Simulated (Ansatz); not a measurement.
Ideal-gas functions of `[CH3][GeH][SeH]` radical at 298.15 K and 1 bar, from an Ansatz frequency run at PBE0-D4/def2-TZVP.

Molar mass 168.62 g/mol, point group C1 (symmetry number 1), electronic degeneracy 2, moments of inertia 46.218, 282.857, 320.281 u Å². Harmonic wavenumbers (cm⁻¹, unscaled): 120, 130, 189, 283, 485, 554, 579, 717, 774, 845, 1236, 1441, 1448, 2065, 2442, 3059, 3154, 3166.

Use S(trans) = R[1.5 ln M + 2.5 ln T − 1.1517]; rotational temperatures θ = 24.2544 K / I; S(rot) = R[ln(√π/σ · √(T³/θAθBθC)) + 1.5]; for each mode x = 1.438777 ν̃/T, S = R[x/(eˣ − 1) − ln(1 − e⁻ˣ)] and H = RT x/(eˣ − 1); 1 cm⁻¹ = 0.0119627 kJ/mol; R = 8.31446 J/(mol·K).

Task: By hand: the entropy, in J/(mol·K).

Result: Translation 172.8. Rotation: θ = 0.5248, 0.0857, 0.0757 K, giving 111.9. Vibration, mode by mode: 12.97, 12.33, 9.36, 6.34, 2.92, 2.24, 2.04, 1.20, 0.96, 0.73, 0.15, 0.06, 0.06, 0.00, 0.00, 0.00, 0.00, 0.00, in all 51.4. Electronic 5.8. Sum 341.9 J/(mol·K).

Task: By hand: H − E and G − E in kJ/mol, counted from the electronic energy.

Result: Zero-point energy ½ × 22687 × 0.0119627 = 135.7; thermal vibration 8.6; translation, rotation and pV give 4 RT = 9.9. H − E = 154.2 kJ/mol, and G − E = 154.2 − 298.15 × 341.9/1000 = 52.3 kJ/mol.

Vibration gives 15 % of the entropy, 25.3 J/(mol·K) of it from the modes under 150 cm⁻¹: soft modes count most, and the harmonic formula is weakest for them. The sum counts one conformer and one mirror image; others add a mixing term.
